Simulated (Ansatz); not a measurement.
Cost and result for the atomization energy of CH7GeNSi, SMILES `C1[NH][GeH2][SiH2]1` (11 atoms, 11 bonds).

```xyz
11

C     0.532    0.981   -0.503
N    -0.342    0.973    0.677
Ge   -0.655   -0.813    1.098
Si    0.164   -0.787   -1.128
H     0.271    1.777   -1.209
H     1.603    1.083   -0.273
H    -0.177    1.703    1.354
H    -2.122   -1.070    1.495
H     0.242   -1.390    2.223
H     1.342   -1.601   -1.529
H    -0.858   -0.856   -2.206
```

Total charge 0; spin multiplicity 1. Correlated methods include outer-core shells of Ge, which these sets cover unevenly. Scalar relativity is left out up to krypton. The geometry is a stationary point of PBE0-D4/def2-TZVP. Program: Ansatz. All runs use 4 threads of a server CPU on a shared host. Times are those of one run each, without the atoms' runs, and a repeat can differ threefold. Electronic energies, without spin–orbit coupling; frozen cores. CCSD(T)/CBS adds CCSD(T) − MP2 in def2-TZVPP to the MP2 limit, and its time is that of the two runs behind it. T1 = 0.012. With those shells the extrapolation isn't a true limit. B3LYP takes the VWN-RPA correlation (the form of Gaussian; ORCA's B3LYP/G).

CCSD(T)/CBS is a level of theory with its own doubt, some kJ/mol a heavy atom from the limit and from the frozen cores, so smaller differences don't rank the functionals.

```json
{"level": "LDA (SPW92)/def2-TZVPP", "functions": "250", "wall time": "7.5 s"}
{"level": "BLYP-D4/def2-TZVPP", "functions": "250", "wall time": "11 s"}
{"level": "PBE0-D4/def2-TZVPP", "functions": "250", "wall time": "14 s"}
{"level": "r2SCAN-D4/def2-TZVPP (with forces)", "functions": "250", "wall time": "19 s"}
{"level": "B3LYP-D4/def2-TZVPP (with forces)", "functions": "250", "wall time": "21 s"}
{"level": "r2SCANh-D4/def2-TZVPP", "functions": "250", "wall time": "22 s"}
{"level": "ωB97X-V/def2-TZVPP", "functions": "250", "wall time": "30 s"}
{"level": "B2PLYP/def2-TZVPP", "functions": "250", "wall time": "32 s"}
{"level": "CCSD(T)/def2-SVP", "functions": "113", "wall time": "33 s"}
{"level": "ωB97M-V/def2-TZVPP (with forces)", "functions": "250", "wall time": "43 s"}
{"level": "MP2/def2-QZVPP", "functions": "483", "wall time": "93 s"}
{"level": "CCSD(T)/def2-TZVPP", "functions": "250", "wall time": "5 min"}
{"level": "CCSD(T)/CBS(def2)", "functions": "–", "wall time": "6.6 min"}
```

Q: What atomization energy does each give, and how far from CCSD(T)/CBS? (Estimate.)

A: The calculation gave: 
| level | atomization (kJ/mol) | difference from CCSD(T)/CBS | per bond |
| --- | --- | --- | --- |
| LDA (SPW92)/def2-TZVPP | 4012.1 | 487.1 | 44.3 |
| BLYP-D4/def2-TZVPP | 3492.4 | -32.6 | -3.0 |
| PBE0-D4/def2-TZVPP | 3509.1 | -15.9 | -1.4 |
| r2SCAN-D4/def2-TZVPP (with forces) | 3513.3 | -11.7 | -1.1 |
| B3LYP-D4/def2-TZVPP (with forces) | 3512.7 | -12.3 | -1.1 |
| r2SCANh-D4/def2-TZVPP | 3495.7 | -29.3 | -2.7 |
| ωB97X-V/def2-TZVPP | 3550.4 | 25.4 | 2.3 |
| B2PLYP/def2-TZVPP | 3467.4 | -57.6 | -5.2 |
| CCSD(T)/def2-SVP | 3279.3 | -245.7 | -22.3 |
| ωB97M-V/def2-TZVPP (with forces) | 3518.7 | -6.3 | -0.6 |
| MP2/def2-QZVPP | 3494.4 | -30.6 | -2.8 |
| CCSD(T)/def2-TZVPP | 3431.5 | -93.5 | -8.5 |
| CCSD(T)/CBS(def2) | 3525.0 | 0.0 | 0.0 |

At CCSD(T), def2-SVP lies −245.7 kJ/mol from the extrapolated value and def2-TZVPP −93.5 kJ/mol: correlation converges slowly with the basis, and small sets miss more of it in the bonded molecule than in its fragments. The D4 term adds +40.3 kJ/mol with B3LYP and +20.9 kJ/mol with PBE0; it sums over pairs of atoms, weighted by their polarisabilities, and B3LYP, whose exchange is more repulsive, gets the larger term. In def2-TZVPP, CCSD(T) changes the Hartree–Fock value by +949.0 kJ/mol (the triples alone add +51.0 kJ/mol) and MP2 by +956.9 kJ/mol; breaking electron pairs costs correlation energy, which Hartree–Fock lacks.
